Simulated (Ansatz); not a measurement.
Molecule: CH$_{3}$Cl$_{3}$Ge (charge 0, singlet). SMILES: [Cl][Ge]([Cl])([Cl])[CH3]
Geometry: optimised at B3LYP-D3(BJ)/def2-TZVP (Ansatz, a program for electronic structure).

Computed values are from Ansatz. Cores are frozen in the correlated levels unless marked. UHF or UKS for open shells. Spin-orbit coupling is left out. Frozen are the shells of the preceding noble gas and the d and f shells that filled before the atom's block. No relativistic terms. CBS(X,Y): correlation extrapolated as X^-3; Hartree-Fock from the larger set.

The atomisation energy De comes out as 2660.9 kJ/mol at CCSD(T)/CBS(def2-TZVPPD,def2-QZVPPD) and the total energy comes out as -3494.8605 Eh at CCSD(T)/CBS(def2-TZVPPD,def2-QZVPPD). The dipole moment is 2.60 D at CCSD(T)/def2-SVPD and the T1 diagnostic is 0.009 at CCSD/def2-QZVPPD.
